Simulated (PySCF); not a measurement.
Mo⁺: ionisation energy

Mo⁺ [Kr] 4d5 (6S) → Mo²⁺ [Kr] 4d4 (5D), as a difference of total energies. All numbers are calculated (PySCF 2.14, scalar relativity through the core potential, in aug-cc-pVTZ-PP with ECP28MDF). Correlated levels: valence: 4s2 4p6 frozen. The calculations carry no spin-orbit coupling.

Order these methods by the ionisation energy they give, lowest first.
A. CCSD (valence)
B. CCSD(T) (valence)
C. MP2 (valence)
D. SCS-MP2 (valence)

D (15.303 eV), C (15.746 eV), A (15.788 eV), B (15.810 eV).

The reference lies between the lowest fine-structure levels, while these numbers refer to the centres of the terms.

Errors of the correlated levels include the incompleteness of this basis and the frozen core.

For comparison: 16.16 ± 0.12 eV (semi-empirical (NIST evaluation); NIST Atomic Spectra Database, ionization energies).
